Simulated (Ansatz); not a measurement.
Harmonic frequencies (cm⁻¹) at PBE0-D4/def2-TZVP from Ansatz: 59, 90, 101, 209, 249, 454, 555, 783, 1115, 1169, 1173, 1464, 1480, 1494, 2986, 3042, 3057, 3844.

Each molecule was computed in one conformer, which needn't be the lowest.

Q: Which molecule is it?
A. `[SiH2]N[SiH2]Cl`•
B. `C[N]C`•
C. `C[O][In][OH]`•
D. `[SiH2][SiH2]Cl`•

A: C.
